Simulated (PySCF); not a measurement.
Ag(Cl) anion (AgCl), SMILES [Cl][Ag] (connectivity only; charge and spin as stated), charge -1, multiplicity 2.

Geometry optimised at PBE0-D3(BJ)/def2-TZVPD. The multiplicity is an assumed one; other spin states were not compared. The def2 effective core potentials stand for the cores of Ag; spin–orbit coupling is left out.

Two levels are set side by side: PBE/def2-TZVPD (PySCF) and CAM-B3LYP/def2-TZVPD (PySCF). Same geometry, gas phase. Differences are taken from unrounded values.

| quantity | CAM-B3LYP | PBE | PBE minus CAM-B3LYP |
|---|---|---|---|
| α-spin orbital gap (eV) | 5.47 | 2.72 | -2.75 |
| β-spin orbital gap (eV) | 6.99 | 2.78 | -4.21 |
| mean polarisability (bohr³) | 97.2 | 102.3 | 5.1 |

PBE's more diffuse valence density responds more strongly to a field. Differences between two approximate levels are no errors against the true value.

Rough cost on one machine, each run with all the roots and properties that it gave: CAM-B3LYP against PBE within a factor of 2.
